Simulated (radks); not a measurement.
Polarisability of neutral scandium, [Ar] 3d1 4s2, at imaginary frequency. Method: non-relativistic Kohn-Sham, PBE, spin-polarised, spherical densities, point nucleus; open shells are filled with parallel spins first; computed with a radial shooting solver on a logarithmic mesh with Libxc functionals. Response by self-consistent Sternheimer equations with the Hartree and adiabatic LDA kernel.

w (hartree)  alpha1(iw) (bohr^3)
0.00266                    120.9
0.0143                     119.5
0.0360                     112.3
0.0697                     94.24
0.118                      67.57
0.186                      42.31
0.280                      24.68
0.413                      14.17
0.605                      8.231
0.892                      4.833
1.35                       2.767
2.12                       1.440
3.59                      0.6242
6.94                      0.2057
17.5                     0.04300

Static values: alpha1 = 120.9 bohr^3 (17.92 angstrom^3; uncoupled 234.1). C6 = 1503, triple-dipole C9 = 132500 atomic units. One-pole (London) frequency 4 C6 / (3 alpha1^2) = 0.137 hartree, against 0.134 for minus the highest occupied eigenvalue. Recommended static value: 97 bohr^3 (Schwerdtfeger and Nagle, 2023 table).
